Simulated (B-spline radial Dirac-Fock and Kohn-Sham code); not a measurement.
# Hf 5p3/2: cross section and angular parameters

System: the free hafnium atom, configuration [Xe] 4f14 5d2 6s2; threshold 37.37 eV (orbital energy of the model). Model: Dirac-Hartree-Slater photoionisation with a Latter tail; cross sections with all multipoles, angular parameters from the dipole term and its interference with E2. Program: a radial B-spline solver.

The run's input, task.json:

```json
{"items": [{
  "Z": 72,
  "q": 0,
  "cfg": [[1, 0, 2], [2, 0, 2], [2, 1, 6], [3, 0, 2], [3, 1, 6], [3, 2, 10], [4, 0, 2], [4, 1, 6], [4, 2, 10], [4, 3, 14], [5, 0, 2], [5, 1, 6], [5, 2, 2], [6, 0, 2]],
  "A": 180,
  "rrms": 5.347,
  "do": "xps",
  "hv": [56.0, 60, 70.4, 87.7, 100, 116.0, 150, 228.0, 230.0, 254.0, 296.0, 417.0, 441.0, 844.0, 1000, 1150.0, 1860.0, 2060.0, 2110.0, 2860.0, 3150.0, 4820.0, 5414.7, 6000, 6850.0, 7650.0, 8047.8, 8250.0, 9251.7, 12400.0],
  "edges": {"K": 65351.0, "L1": 11271.0, "L2": 10739.0, "L3": 9561.0, "M1": 2601.0, "M2": 2365.0, "M3": 2107.0, "M4": 1716.0, "M5": 1662.0, "N1": 538.0, "N2": 438.2, "N3": 380.7, "N4": 220.0, "N5": 211.5, "O1": 64.2}
}]}
```

Launch: `python xray2_run.py task.json out`

For linearly polarised light dσ/dΩ = σ/(4π) [1 + β P₂(cos θ) + (δ + γ cos²θ) sin θ cos φ], with θ from the polarisation vector and φ the angle between the beam and the projection of the electron momentum on the plane normal to the polarisation.

```tsv
hν (eV)	σ (kb)	β	γ	δ
56	2220	1.955	0.016	-0.003
60	1700	1.877	0.076	-0.008
70.4	937	1.551	0.237	-0.022
87.7	454	0.863	0.385	-0.040
100	317	0.414	0.369	-0.041
116	230	0.008	0.263	-0.031
150	157	-0.223	0.031	0.000
228	102	0.208	-0.060	0.035
230	101	0.220	-0.058	0.035
254	91.7	0.355	-0.029	0.037
296	78.9	0.557	0.031	0.038
417	54.7	0.941	0.178	0.029
441	51.3	0.994	0.199	0.027
844	22.4	1.438	0.258	0.006
1000	17.6	1.514	0.221	0.002
1150	14.3	1.566	0.179	0.000
1860	6.54	1.691	0.018	-0.001
2060	5.47	1.709	-0.009	0.000
2110	5.24	1.712	-0.014	0.000
2860	2.99	1.744	-0.041	0.003
3150	2.48	1.750	-0.032	0.004
4820	1.04	1.748	0.136	0.009
5414.7	0.810	1.741	0.219	0.010
6000	0.645	1.732	0.306	0.012
6850	0.478	1.717	0.436	0.015
7650	0.370	1.703	0.558	0.017
8047.8	0.328	1.695	0.618	0.018
8250	0.310	1.691	0.648	0.019
9251.7	?	?	?	?
12400	0.114	1.609	1.213	0.035
```

Problem. Give the values at Ga Kα (9251.7 eV).

Solution. σ = 0.235 kb, β = 1.671, γ = 0.793, δ = 0.023.

Values without a named source are computed, but for edge energies of neutral atoms, which are taken from tables.
